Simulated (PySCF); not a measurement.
**Dipole moment and polarisability of `CC[Si@@H]1C(=O)C=C1F`**

C₅H₇FOSi.
Structure used (GFN2-xTB), in Å, numbered top down from 1:
```
atom  x, y, z in Å
C1     1.807    0.613   -0.245
C2     1.409   -0.837    0.033
Si3   -0.463   -1.064    0.272
C4    -1.685   -0.091   -0.906
O5    -2.033   -0.125   -2.058
C6    -2.098    0.816    0.181
C7    -1.356    0.356    1.204
F8    -1.350    0.844    2.446
H9     1.539    1.254    0.592
H10    1.306    0.988   -1.134
H11    2.882    0.690   -0.400
H12    1.745   -1.464   -0.795
H13    1.937   -1.191    0.920
H14   -0.839   -2.407    0.707
H15   -2.807    1.625    0.137
```

Level: B3LYP/def2-SVPD (PySCF), static field, nuclei fixed, core orbitals frozen in the response. The polarisability tensor in these axes (au):

```
x   91.22 -8.87  6.44
y   -8.87 80.80  0.01
z    6.44  0.01 89.53
```

Q: Diagonalise the tensor; give its mean and Δα, where Δα² is half the sum of the squared differences of the eigenvalues.

A: Principal values 74.94, 87.06 and 99.55 au; mean 87.19 au = 12.92 Å³ = 14.37 × 10⁻⁴⁰ C²·m²/J; Δα = 21.31 au (24 % of the mean).

Q: What is the dipole moment, and where does it point?

A: (2.05, -0.37, 1.89) D, 2.82 D in size, pointing from the negative to the positive side. Measured along this direction, the outermost atoms are O5 at the negative end and H13 at the positive end.

Q: In TDDFT the mean static polarisability is Σ f/ω² over all singlet excitations (ω in hartree). How much of it do the 8 lowest give? Their energies (eV) and oscillator strengths: 3.31, 0.0009; 4.92, 0.0039; 5.39, 0.0274; 5.84, 0.0104; 5.86, 0.0368; 6.09, 0.0644; 6.45, 0.0079; 6.67, 0.0220.

A: They add up to 3.69 au, 4.2 % of the 87.19 au; the largest single term is 1.29 au, from the state at 6.09 eV. Terms in order: 0.06, 0.12, 0.70, 0.23, 0.79, 1.29, 0.14, 0.37 au. Higher excitations give the rest. The strengths listed sum to 0.174.

Q: Traceless (Buckingham) quadrupole moment about the centre of nuclear charge: eigenvalues?

A: -14.87, 4.62, 10.26 D·Å. The values depend on the origin, since the dipole doesn't vanish. The electronic extent ⟨r²⟩ about the same centre is 1182 bohr², a root-mean-square distance of 2.21 Å for the 68 electrons.

Q: Find the Langevin capture rate constant for H3+ (3.023 u) meeting this molecule (130.025 u), k = 2.342 × 10⁻⁹ cm³/s × √(α in Å³ / reduced mass in u).

A: The reduced mass is 2.95 u, so k = 4.90 × 10⁻⁹ cm³/s. The formula leaves out the permanent dipole, which adds to the capture rate.

Q: What molar refraction does this α imply?

A: Lorentz–Lorenz: R = (4π/3)N_A α = 2.5225 cm³/(mol·Å³) × 12.92 Å³ = 32.6 cm³/mol, in the limit of long wavelengths.

Q: What depolarisation ratio follows for Rayleigh scattering of linearly polarised light, taking the static tensor?

A: ρ = 3Δα²/(45ᾱ² + 4Δα²) = 1362.4/(342058 + 1816.5) = 0.00396.

The structure is a single GFN2-xTB conformer in the gas phase; no vibrational or solvent corrections.

These values come from a run that also computed excited states. Hardware: Arm Neoverse V2, one thread, no GPU, on a shared host. Cost: 47 s wall, 0.90 GiB resident at most.
